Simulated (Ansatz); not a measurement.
A run for Ansatz (an electronic-structure program): R-revPBE/def2-TZVPP on CH3FOSi (SMILES CO[Si]F).

Ansatz 0.2 input:
```yaml
crystal:
  periodic: [false, false, false]
  atoms:
    - {symbol: C, position_ang: [-0.95686205, 0.15981438, -0.03155794]}
    - {symbol: O, position_ang: [0.43759155, 0.26183765, 0.23401208]}
    - {symbol: Si, position_ang: [1.59714742, -0.78021225, -0.28418148]}
    - {symbol: F, position_ang: [2.89409277, -0.07056435, 0.36651242]}
    - {symbol: H, position_ang: [-1.28314779, 1.05695614, -0.55790475]}
    - {symbol: H, position_ang: [-1.49303241, 0.08901868, 0.91493779]}
    - {symbol: H, position_ang: [-1.19578950, -0.71685025, -0.64181811]}
basis:
  gaussian:
    orbitals: def2-TZVPP
hamiltonian:
  xc: {name: revPBE}
scf: {lower_state_search: off}
```

Output:

```
WARN ansatz: RAYON_NUM_THREADS=1 ignored (pool sized by the plan → 1); use --threads N
Functional definition: revPBE
these checks for a lower state are left out or cut short: stability, starts, cluster_reference, orbital_swaps, neighbouring_geometries, increment
integrals: 0.08 GiB planned
952 factors; their error is unknown
mean field: 0.58 GiB planned
mean field evaluation 1: about -13719.3890 eV, gradient 7.0e1 eV
mean field evaluation 2: about -13655.9747 eV, gradient 1.8e2 eV
mean field evaluation 4: about -13727.9345 eV, gradient 1.7e1 eV
mean field evaluation 8: about -13728.3517 eV, gradient 8.1e-2 eV
mean field evaluation 16: about -13728.3296 eV, gradient 3.8e-5 eV
mean field -13728.32958620 eV, -504.5068068968 hartree, gradient 2.5e-6 eV, S^2 0.000000; 0 other end points of the search recorded, 0 dependent functions left out
reference -13728.32963142 eV, -504.5068085586 hartree; 20, 20 occupied and 157, 157 virtual orbitals, 952 factors
Total energy: -13728.32963142 eV, -504.5068085586 hartree
Checks for a lower state left out: stability, starts, cluster_reference, orbital_swaps, neighbouring_geometries, increment
```

The run converged.

Cost: roughly 2.8 core-seconds.
